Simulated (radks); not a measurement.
The numbers below are computed, except where a source is named.
Ionisation of neutral krypton, [Kr], to Kr+, [Ar] 3d10 4s2 4p5, under several functionals. Scalar-relativistic Kohn-Sham, spin-polarised, spherical densities, point nucleus; open shells are filled with parallel spins first; a radial shooting solver on a logarithmic mesh with Libxc functionals.

LDA (Slater exchange, Perdew-Zunger correlation): E(Kr) (hartree) -2786.84119; Exc (hartree) -92.99794; IE (eV) 14.259; -e(HOMO) (eV) 9.394; <r> HOMO (bohr) 1.945; IE error (eV) +0.260
B86b exchange with PBE correlation: E(Kr) (hartree) -2790.72503; Exc (hartree) -96.93923; IE (eV) 14.090; -e(HOMO) (eV) 9.264; <r> HOMO (bohr) 1.945; IE error (eV) +0.091
Wu-Cohen GGA: E(Kr) (hartree) -2789.72829; Exc (hartree) -95.93071; IE (eV) 14.082; -e(HOMO) (eV) 9.241; <r> HOMO (bohr) 1.941; IE error (eV) +0.082
SOGGA: E(Kr) (hartree) -2788.21168; Exc (hartree) -94.39080; IE (eV) 13.981; -e(HOMO) (eV) 9.155; <r> HOMO (bohr) 1.944; IE error (eV) -0.019
BLYP: E(Kr) (hartree) -2790.71344; Exc (hartree) -96.91726; IE (eV) 13.924; -e(HOMO) (eV) 9.093; <r> HOMO (bohr) 1.952; IE error (eV) -0.076
PBE: E(Kr) (hartree) -2790.26526; Exc (hartree) -96.47226; IE (eV) 14.071; -e(HOMO) (eV) 9.247; <r> HOMO (bohr) 1.946; IE error (eV) +0.071

NIST Atomic Spectra Database: 14.000 eV (measured). Closest: SOGGA. The Delta-SCF values span 0.34 eV, the total energies 3.88 hartree. The highest occupied level is 4p. Open shells are spherical and high-spin; term and fine-structure splittings are not resolved.
